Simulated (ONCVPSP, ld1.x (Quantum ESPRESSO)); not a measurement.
## Potentials for O compared

Generated with ld1.x 7.5 (TM, RRKJ, ultrasoft, PAW), atompaw 4.2 or ONCVPSP 4.0.1. The cutoff is in Ry: for ld1.x and atompaw files where the sum of valence levels is converged to 10 mRy in a Bessel basis, for ONCV files where the hardest occupied wave has 1 mHa per electron of residual kinetic energy. The error is the largest all-electron minus pseudo excitation energy over each file’s own four to seven test configurations (ionisations up to +4, promotions, holes and added fractions of an electron), all of which were solved. The labels leave out finer settings (local radius, basis sizes, second energies), which also bear on the numbers. Spin-polarised tests are not counted. The rows are a selection from randomly drawn settings: files with unsolved tests, undetermined cutoffs or missed reference levels are left out.

A true bound ghost makes a file unfit for plane-wave use even where its test errors are small: the radial tests pick states by their node count and pass the ghost by.

```csv
potential,cutoff (Ry),largest error (meV),bound ghosts
"ONCV, PW91, fully relativistic, rc 0.90/1.50/1.35 (spd), local smoothed, core correction yes, reference 2s2 2p4, qcut 8/11.1/8.1, projectors 2/2/3",69,+615,none
"RRKJ, PBE, non-relativistic, rc 0.90/1.05 (sp), local p, core correction yes, reference 2s2 2p4",110,+670,none
"ONCV, BLYP, scalar-relativistic, rc 0.80/1.10 (sp), local smoothed, core correction yes, reference 2s2 2p3, qcut 8/13.6, projectors 2/2",114,+108,none
"ONCV, PBEsol, scalar-relativistic, rc 0.90/1.30/1.35 (spd), local smoothed, core correction no, reference 2s1.5 2p4.5, qcut 8/10.8/6.6, projectors 2/1/2",74,+517,none
"ONCV, LDA (Perdew-Wang 92), scalar-relativistic, rc 0.65/1.15 (sp), local smoothed, core correction yes, reference 2s2 2p3, qcut 7.8/13.2, projectors 3/2",142,+119,s
"ONCV, PBE, scalar-relativistic, rc 0.75/1.20/0.75 (spd), local d, core correction yes, reference 2s2 2p2, qcut 8.1/10.7/11.1, projectors 2/2/0",153,+108,none
"ONCV, LDA (Perdew-Zunger), scalar-relativistic, rc 0.70/1.10/0.95 (spd), local smoothed, core correction yes, reference 2s2 2p3.5, qcut 7.9/15/10.6, projectors 1/2/2",143,+288,none
```

Task: Fill in the row for O: ONCV, LDA (Perdew-Zunger), scalar-relativistic, rc 0.75/1.70/1.85 (spd), local smoothed, core correction yes, reference 2s2 2p4, qcut 7.7/7.9/4.5, projectors 3/2/2.

Result: cutoff 160 Ry, largest error +1674 meV, bound ghosts: s.
